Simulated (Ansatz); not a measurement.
Geometry optimisation of BO4H4, that is [B(OH)4]- with one electron fewer.

```yaml
crystal:
  periodic: [false, false, false]
  atoms:
    - {symbol: B, position_ang: [0.001386, 0.000204, -0.001533]}
    - {symbol: O, position_ang: [0.011375, 0.046087, 1.481167]}
    - {symbol: H, position_ang: [-0.869208, 0.329293, 1.746535]}
    - {symbol: O, position_ang: [1.417098, -0.018850, -0.443262]}
    - {symbol: H, position_ang: [1.886309, 0.592052, 0.133532]}
    - {symbol: O, position_ang: [-0.774645, 1.175530, -0.466184]}
    - {symbol: H, position_ang: [-1.010750, 0.996564, -1.381729]}
    - {symbol: O, position_ang: [-0.648960, -1.202046, -0.576949]}
    - {symbol: H, position_ang: [-0.012594, -1.918844, -0.491568]}
basis:
  gaussian: {orbitals: def2-SVPD}
magnetization: {spin_polarized: true, initial_magnetization: 1}
hamiltonian: {xc: r2scan, dispersion: d4}
scf: {lower_state_search: "off"}
output: {orbitals: {seedname: orbitals}}
relax: {f_tol: 0.02, max_steps: 100}
```

```sh
$ ansatz run in.yaml --threads 2 --pin off --events-out ev --progress --plain --max-ram 4352MiB
```

Shortened log:

```
Functional definition: r2SCAN
mean field -8920.89384641 eV, -327.8368020566 hartree, gradient 1.5e-6 eV, S^2 0.754611; 0 other end points of the search recorded, 0 dependent functions left out
relax step   1: F+E_penalty+E_count = -8920.92591074 eV  Δ(F+E_penalty+E_count) = +0.000e0 eV  max|allowed force component| = 1.238e0 eV/Å  Δτ_max = 0.0000 Å  (54 SCF iters, accepted)
mean field -8921.12812602 eV, -327.8454116733 hartree, gradient 4.2e-6 eV, S^2 0.754938; 0 other end points of the search recorded, 0 dependent functions left out
relax step   2: F+E_penalty+E_count = -8921.16023910 eV  Δ(F+E_penalty+E_count) = -2.343e-1 eV  max|allowed force component| = 1.142e0 eV/Å  Δτ_max = 0.1579 Å  (32 SCF iters, accepted)
mean field -8921.20903005 eV, -327.8483848417 hartree, gradient 3.5e-6 eV, S^2 0.755101; 0 other end points of the search recorded, 0 dependent functions left out
relax step   3: F+E_penalty+E_count = -8921.24118571 eV  Δ(F+E_penalty+E_count) = -8.095e-2 eV  max|allowed force component| = 1.034e0 eV/Å  Δτ_max = 0.1173 Å  (31 SCF iters, accepted)
mean field -8921.26626458 eV, -327.8504881720 hartree, gradient 1.6e-6 eV, S^2 0.755052; 0 other end points of the search recorded, 0 dependent functions left out
relax step   4: F+E_penalty+E_count = -8921.29837738 eV  Δ(F+E_penalty+E_count) = -5.719e-2 eV  max|allowed force component| = 1.323e-1 eV/Å  Δτ_max = 0.0502 Å  (29 SCF iters, accepted)
mean field -8921.26987915 eV, -327.8506210048 hartree, gradient 7.8e-6 eV, S^2 0.755096; 0 other end points of the search recorded, 0 dependent functions left out
relax step   5: F+E_penalty+E_count = -8921.30200332 eV  Δ(F+E_penalty+E_count) = -3.626e-3 eV  max|allowed force component| = 6.980e-2 eV/Å  Δτ_max = 0.0247 Å  (26 SCF iters, accepted)
mean field -8921.27054207 eV, -327.8506453668 hartree, gradient 2.5e-6 eV, S^2 0.755097; 0 other end points of the search recorded, 0 dependent functions left out
relax step   6: F+E_penalty+E_count = -8921.30266835 eV  Δ(F+E_penalty+E_count) = -6.650e-4 eV  max|allowed force component| = 2.640e-2 eV/Å  Δτ_max = 0.0133 Å  (27 SCF iters, accepted)
mean field -8921.27085852 eV, -327.8506569960 hartree, gradient 2.7e-6 eV, S^2 0.755107; 0 other end points of the search recorded, 0 dependent functions left out
relax step   7: F+E_penalty+E_count = -8921.30298363 eV  Δ(F+E_penalty+E_count) = -3.153e-4 eV  max|allowed force component| = 3.556e-2 eV/Å  Δτ_max = 0.0112 Å  (26 SCF iters, accepted)
mean field -8921.27182228 eV, -327.8506924137 hartree, gradient 1.8e-6 eV, S^2 0.755182; 0 other end points of the search recorded, 0 dependent functions left out
relax step   8: F+E_penalty+E_count = -8921.30394395 eV  Δ(F+E_penalty+E_count) = -9.603e-4 eV  max|allowed force component| = 4.988e-2 eV/Å  Δτ_max = 0.0516 Å  (31 SCF iters, accepted)
mean field -8921.27214641 eV, -327.8507043253 hartree, gradient 3.4e-6 eV, S^2 0.755225; 0 other end points of the search recorded, 0 dependent functions left out
relax step   9: F+E_penalty+E_count = -8921.30426698 eV  Δ(F+E_penalty+E_count) = -3.230e-4 eV  max|allowed force component| = 3.529e-2 eV/Å  Δτ_max = 0.0232 Å  (26 SCF iters, accepted)
mean field -8921.27249499 eV, -327.8507171352 hartree, gradient 2.0e-6 eV, S^2 0.755346; 0 other end points of the search recorded, 0 dependent functions left out
relax step  10: F+E_penalty+E_count = -8921.30461379 eV  Δ(F+E_penalty+E_count) = -3.468e-4 eV  max|allowed force component| = 8.390e-2 eV/Å  Δτ_max = 0.0547 Å  (31 SCF iters, accepted)
mean field -8921.27326871 eV, -327.8507455689 hartree, gradient 2.7e-6 eV, S^2 0.755733; 0 other end points of the search recorded, 0 dependent functions left out
relax step  11: F+E_penalty+E_count = -8921.30538355 eV  Δ(F+E_penalty+E_count) = -7.698e-4 eV  max|allowed force component| = 3.152e-1 eV/Å  Δτ_max = 0.1099 Å  (30 SCF iters, accepted)
mean field -8921.27655493 eV, -327.8508663354 hartree, gradient 2.8e-6 eV, S^2 0.755877; 0 other end points of the search recorded, 0 dependent functions left out
relax step  12: F+E_penalty+E_count = -8921.30866679 eV  Δ(F+E_penalty+E_count) = -3.283e-3 eV  max|allowed force component| = 2.941e-1 eV/Å  Δτ_max = 0.0376 Å  (28 SCF iters, accepted)
mean field -8921.28978030 eV, -327.8513523586 hartree, gradient 1.6e-6 eV, S^2 0.756669; 0 other end points of the search recorded, 0 dependent functions left out
relax step  13: F+E_penalty+E_count = -8921.32188042 eV  Δ(F+E_penalty+E_count) = -1.321e-2 eV  max|allowed force component| = 6.906e-1 eV/Å  Δτ_max = 0.1970 Å  (34 SCF iters, accepted)
mean field -8921.29462179 eV, -327.8515302801 hartree, gradient 9.9e-6 eV, S^2 0.756648; 0 other end points of the search recorded, 0 dependent functions left out
relax step  14: F+E_penalty+E_count = -8921.32670013 eV  Δ(F+E_penalty+E_count) = -4.820e-3 eV  max|allowed force component| = 4.138e-1 eV/Å  Δτ_max = 0.0252 Å  (23 SCF iters, accepted)
mean field -8921.30307257 eV, -327.8518408405 hartree, gradient 7.2e-6 eV, S^2 0.756584; 0 other end points of the search recorded, 0 dependent functions left out
relax step  15: F+E_penalty+E_count = -8921.33517661 eV  Δ(F+E_penalty+E_count) = -8.476e-3 eV  max|allowed force component| = 3.417e-1 eV/Å  Δτ_max = 0.0164 Å  (25 SCF iters, accepted)
mean field -8921.29536445 eV, -327.8515575724 hartree, gradient 2.4e-6 eV, S^2 0.756638; 0 other end points of the search recorded, 0 dependent functions left out
relax step  16: F+E_penalty+E_count = -8921.32745322 eV  Δ(F+E_penalty+E_count) = +7.723e-3 eV  max|allowed force component| = 3.364e-1 eV/Å  Δτ_max = 0.0460 Å  (23 SCF iters, rejected (line search))
mean field -8921.30823059 eV, -327.8520303942 hartree, gradient 8.8e-6 eV, S^2 0.756630; 0 other end points of the search recorded, 0 dependent functions left out
relax step  17: F+E_penalty+E_count = -8921.34031709 eV  Δ(F+E_penalty+E_count) = -5.140e-3 eV  max|allowed force component| = 8.667e-2 eV/Å  Δτ_max = 0.0224 Å  (22 SCF iters, accepted)
mean field -8921.30850280 eV, -327.8520403978 hartree, gradient 1.8e-6 eV, S^2 0.756645; 0 other end points of the search recorded, 0 dependent functions left out
relax step  18: F+E_penalty+E_count = -8921.34058954 eV  Δ(F+E_penalty+E_count) = -2.724e-4 eV  max|allowed force component| = 5.624e-2 eV/Å  Δτ_max = 0.0133 Å  (24 SCF iters, accepted)
mean field -8921.30861292 eV, -327.8520444447 hartree, gradient 2.0e-6 eV, S^2 0.756645; 0 other end points of the search recorded, 0 dependent functions left out
relax step  19: F+E_penalty+E_count = -8921.34069872 eV  Δ(F+E_penalty+E_count) = -1.092e-4 eV  max|allowed force component| = 1.234e-2 eV/Å  Δτ_max = 0.0041 Å  (18 SCF iters, accepted)
Total energy: -8921.34071965 eV, -327.8532243451 hartree
Atom 0 at    -0.026077    -0.048453     0.038269 Å, force    -0.012343     0.009496     0.001573 eV/Å
Atom 1 at     0.053720     0.050887     1.442799 Å, force     0.000317    -0.002280    -0.002582 eV/Å
Atom 2 at    -0.755596    -0.215274     1.887272 Å, force     0.002793     0.000797     0.000877 eV/Å
Atom 3 at     1.347356     0.251837    -0.537510 Å, force     0.001978     0.001059    -0.000800 eV/Å
Atom 4 at     1.788389     0.868961     0.072244 Å, force     0.000589     0.000654     0.001234 eV/Å
Atom 5 at    -0.531849     1.223444    -0.624831 Å, force     0.005664    -0.006766    -0.000720 eV/Å
Atom 6 at    -0.753365     1.000708    -1.546055 Å, force    -0.000805    -0.000037     0.001455 eV/Å
Atom 7 at    -0.661180    -1.146541    -0.577920 Å, force     0.004326    -0.002950     0.001113 eV/Å
Atom 8 at    -0.461386    -1.985579    -0.154259 Å, force    -0.002519     0.000027    -0.002150 eV/Å
Dipole moment:    -0.014513    -0.028269     0.020997 e Å
Checks for a lower state left out: stability, starts, cluster_reference, orbital_swaps, neighbouring_geometries, increment
```

It took 75 s on 2 threads of Arm Neoverse V2 on a shared host.
